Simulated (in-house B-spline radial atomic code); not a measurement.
Atomic self-consistent-field run: the carbon ion C²⁺. Level of theory: scalar-relativistic (X2C) PBEsol, spin-polarised, spherical fractional occupations, Fermi nucleus of rms radius 2.4702 fm; calculated with an all-electron radial atomic-structure program (B-spline basis).

Command:
```bash
python run_scf.py task.json out
```
Settings (nuclear radius in fm, mass in u):
```
Z                6
configuration    [He] 2s2
hamiltonian      x2c
method           pbesol
spin_polarised   True
nucleus          fermi
rms_radius       2.4702
atomic_mass      12.0
speed_of_light   137.035999084
```

Output (hartree, bohr):
```
 radial grid: 69 intervals, B-splines of order 8, outer radius 14.8148 bohr

 iter        energy (Eh)    residual
    1         -35.995872    1.76e-01
    2         -36.306516    2.02e-02
    3         -36.311797    8.75e-03
    4         -36.312776    3.79e-03
    5         -36.312993    5.19e-04
    6         -36.312997    4.54e-06
    7         -36.312997    1.62e-07

 total energy                       -36.31300
 kinetic                              36.2420
 electron-nucleus                    -80.3805
 Hartree                              12.0164
 exchange-correlation                 -4.1909

 orbital      occ     eigenvalue          <r>       <r^2>       <1/r>       r_max
 1s up      1.000       -11.2846     0.270624   0.0991556     5.64508      0.1744
 1s down    1.000       -11.2846     0.270624   0.0991556     5.64508      0.1744
 2s up      1.000        -1.4764      1.36436     2.19278     1.05832       1.129
 2s down    1.000        -1.4764      1.36436     2.19278     1.05832       1.129
```

Time taken, with all properties: 0.1 s on 1 thread of Arm Neoverse V1, on a shared host.
